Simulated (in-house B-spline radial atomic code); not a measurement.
What moves the levels of neutral iron ([Ar] 3d6 4s2)? Computed with an all-electron radial atomic-structure program (B-spline basis): Dirac-Hartree-Fock, average of the jj configuration, Fermi nucleus of rms radius 3.6933 fm.

Baseline run (computed): total energy -1271.4143 hartree, 1s1/2 at -263.8248 hartree, 4s1/2 at -7.169 eV with <r> = 3.207 bohr.

Changing the nucleus:

| nucleus | ΔE (eV) |
| --- | --- |
| Fermi nucleus of rms radius 3.7377 fm, A = 56 | 0.00261 |
| Fermi nucleus of rms radius 3.7532 fm, A = 57 | 0.00353 |
| Fermi nucleus of rms radius 3.7745 fm, A = 58 | 0.00479 |

A larger nucleus binds the electrons less, roughly as the density at the nucleus times the change of the nuclear <r²>. The reference is A = 54.
